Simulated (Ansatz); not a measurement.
Cost and result up the ladder for Be10 (10 atoms). Total charge 0; singlet. Geometry: PBE0/def2-SVP.

Cartesian coordinates in Å:
```
Be 0.3236 1.3819 -1.1333
Be 0.7519 -0.8514 -0.9164
Be -0.8760 -0.1723 1.5601
Be -1.4321 -1.0823 -0.2789
Be -1.4716 1.0310 -0.0481
Be 0.0808 -2.0285 0.7193
Be 0.2932 1.4702 0.9918
Be 2.0241 0.7031 -0.2230
Be 1.2166 -0.4237 1.2803
Be -0.9105 -0.0280 -1.9519
```

Ansatz on 4 threads of Arm Neoverse N1 on a shared host. Times are rough, and most runs start from the orbitals of an earlier one. No level here is sound enough to serve as a yardstick. Binding counts from free atoms at the same level (Be singlet; other spins of the atoms weren't run), without zero-point energy or a counterpoise term.

Correlated methods freeze no core orbitals. Another isomer (singlet) lies 0.17 eV lower at PBE0/def2-TZVP; other spin states weren't run for this one.

Correlated methods converge slowly with the basis.

```json
{"level": "PBE0/def2-TZVP", "functions": "190", "binding energy per atom (eV)": "2.03", "remarks": "restricted SCF unstable in HF"}
{"level": "B97M-V/def2-TZVP", "functions": "190", "binding energy per atom (eV)": "1.99", "remarks": "restricted SCF unstable in HF"}
{"level": "r2SCAN/def2-TZVP", "functions": "190", "binding energy per atom (eV)": "2.14", "remarks": "restricted SCF unstable in HF"}
{"level": "PBE/def2-TZVP (with forces)", "functions": "190", "binding energy per atom (eV)": "2.12", "remarks": "restricted SCF unstable in HF"}
{"level": "r2SCAN0/def2-TZVP", "functions": "190", "binding energy per atom (eV)": "2.04", "remarks": "restricted SCF unstable in HF"}
{"level": "CCSD(T)/def2-TZVPP", "functions": "190", "binding energy per atom (eV)": "1.47", "remarks": "large T1 (0.021), restricted SCF unstable"}
```

Problem. Estimate how long each takes.

Solution. PBE/def2-TZVP (with forces) 4.1 s; PBE0/def2-TZVP 6 s; r2SCAN/def2-TZVP 8.5 s; r2SCAN0/def2-TZVP 9 s; B97M-V/def2-TZVP 17 s; CCSD(T)/def2-TZVPP 3.8 min. On shared hardware such times vary by a factor of up to 3.
